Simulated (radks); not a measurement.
Results of a calculation; reference values are marked as such.
Spherical jellium clusters: N electrons in a uniform positive sphere of charge N and radius rs N^(1/3), rs = 5.4 bohr. Level of theory: non-relativistic Kohn-Sham, LDA (Slater exchange, Perdew-Wang correlation), spin-polarised, spherical densities (a radial shooting solver with Libxc functionals). Levels are named by radial order and angular momentum (1s, 1p, 1d, 2s, ...), and open shells are averaged over m.

N = 3, configuration 1s2 1p(up 1, down 0). This is the lowest configuration that the search found. Occupied and some empty levels:

level,occupation,eigenvalue (eV),<r> (bohr)
1s up,1,-3.0117,5.570
1s down,1,-2.7808,5.550
1p up,1,-1.8813,7.102
1p down,0,-1.6469,7.232
1d up,0,-0.67543,9.051
2s up,0,-0.60158,10.23
2s down,0,-0.50290,10.74
1d down,0,-0.49395,9.508

Energy (eV): total -4.53169, kinetic 3.2636, external -36.799, Hartree 18.124, exchange-correlation -7.9881, background 18.867.

Electron density:

r (bohr),n(r) (e/bohr^3)
0.261,0.002432
0.917,0.002423
1.57,0.002397
2.23,0.002344
2.89,0.002250
3.54,0.002104
4.20,0.001900
4.86,0.001644
5.51,0.001354
6.17,0.001056
6.82,0.0007770
7.48,0.0005408
8.13,0.0003581
8.79,0.0002278
9.45,0.0001408
10.1,0.00008530
10.8,0.00005046
11.4,0.00002943
12.1,0.00001712
12.7,9.799e-06
